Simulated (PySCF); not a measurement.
Mn: ionisation energy

Mn [Ar] 3d5 4s2 (6S) → Mn+ [Ar] 3d5 4s1 (7S), as a difference of total energies. Calculation: PySCF 2.14, in aug-cc-pwCVTZ-DK with one added diffuse shell each of s, p, d, f, g type (11s10p8d5f4g, 152 functions); scalar relativity by spin-free X2C-1e. The calculations carry no spin-orbit coupling.

```tsv
method	ionisation energy (eV)	error (eV)
UHF	6.022	-1.412
M06	7.820	+0.386
TPSS	7.103	-0.331
revPBE	7.159	-0.275
```

Reference: 7.434 eV (measured; NIST Atomic Spectra Database, ionization energies).
